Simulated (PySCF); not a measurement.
Structure from NMR data

The spectra below were simulated for a compound C₄H₁₂P₂Si.

¹H NMR (600 MHz, computed): δ 2.44 (m, 1H), 1.97 (m, 1H), 1.67 (m, 1H), 1.49 (m, 1H), 1.33 (m, 1H), 1.32 (m, 2H), 1.22 (m, 2H), 1.16 (d, 3H).

¹³C{¹H} NMR (computed): δ 36.3 (CH), 29.8 (CH2), 21.9 (CH3), 21.4 (CH2).

- σ from GIAO-PBE0/pcSseg-1
- GFN2-xTB structure
- program: PySCF 2.14
- one conformer, equivalent nuclei averaged, non-relativistic Hamiltonian, no solvent model

δ = σ(ref) − σ, references computed at the same level: ¹H, ¹³C against TMS.

What is the structure?

## Answers


4 carbon signals for 4 carbons: no two carbons are equivalent. Carbon types of the structure: 1 × CH, 2 × CH2, 1 × CH3, leaving 4 H on heteroatoms. δC 36.3: sp3 CH bonded to Si. δC 29.8: sp3 CH2 in a ring; aliphatic region, no heteroatom directly attached. δC 21.9: methyl carbon; a saturated carbon with 1 carbon neighbour and no heteroatom attached. δC 21.4: sp3 CH2 bonded to Si. δH 2.44, 1.49: hydrogen on an sp3 CH2 in a ring. δH 1.97: hydrogen on an sp3 CH bonded to Si. δH 1.67, 1.33: hydrogen on an sp3 CH2 bonded to Si.

The compound is SMILES C[C@H]1CC[Si]1(P)P.

The data come from this structure; uniqueness wasn't tested.

Splittings by ³¹P in the carbon and heteronuclear signals aren't shown, as no couplings were computed. Shifts are as computed. Against solution values, carbons near 30 ppm lie about +3 ppm off and those near 130 ppm about +5 ppm. Of 1309 compounds with measured shifts, 239 miss one by over three times the rms of a fit or turn the order of signals round; such compounds aren't used in these exercises. No couplings were computed; multiplicities are counted from neighbouring protons, with m where these are inequivalent, close in shift, in a saturated or five-membered ring or joined by F or P, and br s for small geminal =CH2 splittings.
